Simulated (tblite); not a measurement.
Species: C6H8OP2.
Geometry (GFN2-xTB, Å), atoms numbered from 1 in this order:
```
atom  x, y, z in Å
C1     3.1194   -0.5745    0.4121
O2     1.8377   -0.9887    0.0204
C3     0.8268   -0.0848    0.1386
C4    -0.4064   -0.5795   -0.2804
C5    -1.6311    0.0505   -0.3036
C6    -2.8124   -0.7252   -0.8174
P7    -1.9587    1.6924    0.2105
C8    -0.4080    2.2476    0.7149
P9     1.1552    1.5201    0.7689
H10    3.1386   -0.2945    1.4720
H11    3.7798   -1.4235    0.2429
H12    3.4569    0.2826   -0.1828
H13   -0.3693   -1.6053   -0.6339
H14   -2.9622   -1.6294   -0.2281
H15   -3.7181   -0.1235   -0.7685
H16   -2.6504   -1.0255   -1.8524
H17   -0.4049    3.2731    1.0768
```

Computed values, GFN2-xTB/tblite, gas phase, harmonic and unscaled. The method is semi-empirical: single wavenumbers can be off by several per cent or more. One conformer, not necessarily the lowest.

Harmonic wavenumbers (cm⁻¹): 67.6, 87.3, 108.5, 201.2, 202.1, 224.3, 266.1, 293.5, 305.1, 403.6, 451.6, 454.5, 489.7, 571.2, 681.1, 739.5, 762.1, 771.4, 872.9, 979.5, 1014.1, 1017.2, 1035.3, 1119.7, 1131.5, 1145.9, 1203.3, 1225.6, 1296.0, 1368.0, 1399.9, 1400.0, 1454.1, 1464.5, 1474.2, 1479.8, 1500.0, 2907.7, 2926.3, 2991.9, 2996.6, 3009.0, 3022.1, 3025.5, 3026.1.

A = 2106, B = 895.4, C = 633.2 MHz; mass 158.005 u (most abundant isotopes); point group Cs, symmetry number 1.

Problem. What is the zero-point energy?

Solution. ½Σν̃ = 27284 cm⁻¹ = 326.38 kJ/mol.

Problem. What is S at 298.15 K and 1 bar for an ideal gas of classical rigid rotors and harmonic oscillators?

Solution. Translation 171.99, rotation 125.43, vibration 115.23: S = 412.6 J/(mol K).

Problem. And Cp and H(298.15 K) − H(0)?

Solution. Cp = 158.99 J/(mol K), of which vibrations give 125.73 (their classical limit is 45 R = 374.2); H(298.15 K) − H(0) = 28.86 kJ/mol without the zero-point energy, 18.94 from vibrations.

Problem. Which modes carry the vibrational entropy at 298.15 K?

Solution. 67.6 cm⁻¹: 17.67; 87.3 cm⁻¹: 15.56; 108.5 cm⁻¹: 13.79; 201.2 cm⁻¹: 8.88; 202.1 cm⁻¹: 8.84; 224.3 cm⁻¹: 8.05 J/(mol K); the other 39 give 42.44 together.

Problem. What must be added to the electronic energy to get the Gibbs energy at 298.15 K and 1 bar?

Solution. ZPE + [H(298.15 K) − H(0)] − T·S = 326.38 + 28.86 − 123.03 = 232.21 kJ/mol.

Hindered rotation and anharmonicity are outside this model. Other conformers, if any are populated, would add a mixing term that is left out.
